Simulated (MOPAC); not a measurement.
MOPAC input (PM7):

```
PM7 1SCF UHF MS=0.5 GEO-OK AUX(PRECISION=9) THREADS=1
CH3BF

B    -0.02703500 1   -0.07509900 1    0.56928900 1
F     1.16465300 1   -0.50045200 1    0.21108300 1
C    -1.06947400 1    0.48527500 1   -0.44364200 1
H    -2.09689500 1    0.38650500 1   -0.09670400 1
H    -0.96345700 1    0.02310800 1   -1.43067200 1
H    -0.86951000 1    1.55830200 1   -0.55696900 1
```

Output:

```
 *******************************************************************************
 **                                                                           **
 **                              MOPAC v23.2.5                                **
 **                                                                           **
 *******************************************************************************
 ** MOPAC's Digital Object Identifier: https://doi.org/10.5281/zenodo.6511958 **
 **                                                                           **
 ** Please cite the open-source release paper for use of this MOPAC version:  **
 ** J. E. Moussa and J. J. P. Stewart (2026)                                  **
 ** MOPAC: An open-source semiempirical molecular orbital program             **
 ** J. Open Source Softw., 11(119), 8025, https://doi.org/10.21105/joss.08025 **
 *******************************************************************************

                              PM7 CALCULATION RESULTS

 *******************************************************************************
 *  PM7        - The PM7 Hamiltonian to be used
 *  GEO-OK     - OVERRIDE INTERATOMIC DISTANCE AND OTHER SAFETY CHECKS
 *  UHF        - UNRESTRICTED HARTREE-FOCK CALCULATION
 *  MS=        - IN MECI, MAGNETIC COMPONENT OF SPIN =  0.5
 *  1SCF       - DO 1 SCF AND THEN STOP
 *  AUX        - OUTPUT AUXILIARY INFORMATION
 *******************************************************************************
PM7 1SCF UHF MS=0.5 GEO-OK AUX(PRECISION=9) THREADS=1
 CH3BF

   ATOM   CHEMICAL          X               Y               Z
  NUMBER   SYMBOL      (ANGSTROMS)     (ANGSTROMS)     (ANGSTROMS)

     1       B         -0.02703500  *  -0.07509900  *   0.56928900  *
     2       F          1.16465300  *  -0.50045200  *   0.21108300  *
     3       C         -1.06947400  *   0.48527500  *  -0.44364200  *
     4       H         -2.09689500  *   0.38650500  *  -0.09670400  *
     5       H         -0.96345700  *   0.02310800  *  -1.43067200  *
     6       H         -0.86951000  *   1.55830200  *  -0.55696900  *

          CARTESIAN COORDINATES

    NO.       ATOM           X           Y           Z

     1         B         -0.0270     -0.0751      0.5693
     2         F          1.1647     -0.5005      0.2111
     3         C         -1.0695      0.4853     -0.4436
     4         H         -2.0969      0.3865     -0.0967
     5         H         -0.9635      0.0231     -1.4307
     6         H         -0.8695      1.5583     -0.5570

 General Reference for PM7:
 "Optimization of Parameters for Semiempirical Methods VI: More Modifications to the
 NDDO Approximations and Re-optimization of Parameters", J. J. P. Stewart, J. Mol. Mod., 1:32, 19 (2013)
 https://link.springer.com/article/10.1007/s00894-012-1667-x

           Empirical Formula: C H3 B F  =     6 atoms

      MOLECULAR POINT GROUP   :   C1

          UHF CALCULATION, NO. OF ALPHA ELECTRONS =    9
                           NO. OF BETA  ELECTRONS =    8

 -------------------------------------------------------------------------------
 PM7 1SCF UHF MS=0.5 GEO-OK AUX(PRECISION=9) THREADS=1
 CH3BF

     1SCF WAS SPECIFIED, SO BFGS WAS NOT USED
     SCF FIELD WAS ACHIEVED

                              PM7 CALCULATION
                                                       MOPAC v23.2.5 Linux

          FINAL HEAT OF FORMATION =        -50.75366 KCAL/MOL =    -212.35331 KJ/MOL

          COSMO AREA              =         82.98 SQUARE ANGSTROMS
          COSMO VOLUME            =         64.99 CUBIC ANGSTROMS

          IONIZATION POTENTIAL    =          8.221549 EV
          ALPHA SOMO LUMO (EV)    =         -8.222 -0.042
          BETA  SOMO LUMO (EV)    =        -12.398 -0.422
          NO. OF ALPHA ELECTRONS  =          9
          NO. OF BETA  ELECTRONS  =          8
          MOLECULAR WEIGHT        =         44.8431         POINT GROUP:  C1

          MOLECULAR DIMENSIONS (Angstroms)

            Atom       Atom       Distance
            H     4    F     2     3.39398
            H     5    B     1     1.91340
            H     6    F     2     1.49072

          SCF CALCULATIONS        =          1

   ATOM   CHEMICAL          X               Y               Z
  NUMBER   SYMBOL      (ANGSTROMS)     (ANGSTROMS)     (ANGSTROMS)

     1       B         -0.02703500  *  -0.07509900  *   0.56928900  *
     2       F          1.16465300  *  -0.50045200  *   0.21108300  *
     3       C         -1.06947400  *   0.48527500  *  -0.44364200  *
     4       H         -2.09689500  *   0.38650500  *  -0.09670400  *
     5       H         -0.96345700  *   0.02310800  *  -1.43067200  *
     6       H         -0.86951000  *   1.55830200  *  -0.55696900  *

                             CARTESIAN COORDINATES

   1    B       -0.027035000    -0.075099000     0.569289000
   2    F        1.164653000    -0.500452000     0.211083000
   3    C       -1.069474000     0.485275000    -0.443642000
   4    H       -2.096895000     0.386505000    -0.096704000
   5    H       -0.963457000     0.023108000    -1.430672000
   6    H       -0.869510000     1.558302000    -0.556969000

           Empirical Formula: C H3 B F  =     6 atoms

      MOLECULAR POINT GROUP   :   C1

          ALPHA EIGENVALUES
 -40.10607 -24.62640 -16.42178 -15.88323 -15.48390 -14.01271 -13.79701 -12.44654
  -8.22155  -0.04228   2.97367   4.38320   5.53616   5.73854   6.92836

           BETA EIGENVALUES
 -39.99270 -24.70263 -16.66641 -15.74438 -15.56285 -13.85128 -13.77246 -12.39841
  -0.42158  -0.13443   3.04947   3.65416   5.55878   5.76032   6.93082

              NET ATOMIC CHARGES AND DIPOLE CONTRIBUTIONS

  ATOM NO.   TYPE          CHARGE      No. of ELECS.   s-Pop       p-Pop
    1          B           0.398626        2.6014     0.86282     1.73856
    2          F          -0.296708        7.2967     1.94192     5.35479
    3          C          -0.599818        4.5998     1.05412     3.54570
    4          H           0.163673        0.8363     0.83633
    5          H           0.164815        0.8352     0.83519
    6          H           0.169412        0.8306     0.83059
 DIPOLE           X         Y         Z       TOTAL
 POINT-CHG.    -1.749     0.761     0.406     1.950
 HYBRID         0.437    -0.046    -0.729     0.851
 SUM           -1.312     0.715    -0.324     1.529

          ATOMIC ORBITAL ELECTRON POPULATIONS

     Atom    s        px        py        pz
    1  B   0.86282   0.57772   0.24096   0.91988
    2  F   1.94192   1.58868   1.84957   1.91654
    3  C   1.05412   1.18583   1.17766   1.18220
    4  H   0.83633
    5  H   0.83519
    6  H   0.83059

                    (SZ)    =    0.500000
                    (S**2)  =    0.754597

          ATOMIC ORBITAL SPIN POPULATIONS

    Atom   Total    s     px     py     pz
         Atomic
    1  B  0.8737  0.238  0.009 -0.001  0.628
    2  F  0.0560  0.001  0.013  0.002  0.040
    3  C  0.0578  0.009  0.022  0.009  0.017
    4  H  0.0033  0.003
    5  H  0.0102  0.010
    6  H -0.0010 -0.001

 **********************
 *                    *
 * JOB ENDED NORMALLY *
 *                    *
 **********************

 == MOPAC DONE ==
```

The geometry given is a B3LYP-D3(BJ)/def2-TZVP minimum.
